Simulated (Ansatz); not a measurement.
Ideal-gas functions of BGeH$_{3}$O (`[BH]1[O][GeH2]1`) at 298.15 K and 1 bar, from an Ansatz frequency run at PBE0-D4/def2-TZVP.

Molar mass 102.44 g/mol, point group Cs (symmetry number 1), electronic degeneracy 1, moments of inertia 17.527, 80.482, 91.697 u Å². Harmonic wavenumbers (cm⁻¹, unscaled): 333, 411, 550, 574, 656, 746, 867, 942, 1466, 2137, 2152, 2690.

Use S(trans) = R[1.5 ln M + 2.5 ln T − 1.1517]; rotational temperatures θ = 24.2544 K / I; S(rot) = R[ln(√π/σ · √(T³/θAθBθC)) + 1.5]; for each mode x = 1.438777 ν̃/T, S = R[x/(eˣ − 1) − ln(1 − e⁻ˣ)] and H = RT x/(eˣ − 1); 1 cm⁻¹ = 0.0119627 kJ/mol; R = 8.31446 J/(mol·K).

Problem. By hand: the entropy, in J/(mol·K).

Solution. Translation 166.6. Rotation: θ = 1.3838, 0.3014, 0.2645 K, giving 97.5. Vibration, mode by mode: 5.21, 3.86, 2.28, 2.08, 1.52, 1.07, 0.67, 0.49, 0.06, 0.00, 0.00, 0.00, in all 17.2. Electronic 0.0. Sum 281.3 J/(mol·K).

Problem. By hand: H − E and G − E in kJ/mol, counted from the electronic energy.

Solution. Zero-point energy ½ × 13524 × 0.0119627 = 80.9; thermal vibration 3.6; translation, rotation and pV give 4 RT = 9.9. H − E = 94.4 kJ/mol, and G − E = 94.4 − 298.15 × 281.3/1000 = 10.5 kJ/mol.

Vibration gives 6 % of the entropy.
